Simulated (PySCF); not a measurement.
A GIAO shielding run with PySCF 2.14.0 with density-fitted response routines (density fitting, non-relativistic, gas phase) on SMILES C#CC(CC)(CC)C[SiH3], C$_{8}$H$_{16}$Si:

```
$ OMP_NUM_THREADS=1 python probes_run.py task.json out

{"job": {"kind": "nmr", "xc": "PBE0", "basis": "pcSseg-1"}, "charge": 0, "multiplicity": 1}
C     -0.001875    -2.260238     1.809042
C      0.025025    -1.382341     0.996167
C      0.074061    -0.328259    -0.008546
C      1.371699    -0.508307    -0.827964
C      2.654314    -0.386106    -0.012924
C      0.027751     1.019094     0.737278
C      0.051641     2.251503    -0.158234
C     -1.127760    -0.509239    -0.952952
Si    -2.854215    -0.279725    -0.184565
H     -0.034860    -3.024674     2.527017
H      1.384766     0.221514    -1.640208
H      1.341286    -1.502085    -1.283637
H      2.810627     0.633614     0.330239
H      2.616248    -1.043608     0.853044
H      3.508764    -0.669973    -0.624064
H     -0.882541     1.036623     1.342399
H      0.872029     1.061173     1.428618
H     -0.812862     2.274520    -0.816684
H      0.952607     2.281805    -0.766142
H      0.030640     3.148879     0.457336
H     -1.070876    -1.518451    -1.370218
H     -1.013511     0.172142    -1.798898
H     -2.948424    -0.974154     1.098184
H     -3.155049     1.143328     0.002196
H     -3.830419    -0.832889    -1.127347
```

Hardware: 1 thread of an Arm Neoverse V2, shared host. The job also computes population analyses, field gradients.

Task: How large is the calculation?

Result: 78 electrons, 240 basis functions and 1261 auxiliary functions.

Task: How long does it take, and how much memory does it need?

Result: 48 s of wall time, with 14 SCF cycles and 5 response iterations; peak memory 1.1 GiB. Times on a shared host scatter by some tens of per cent.
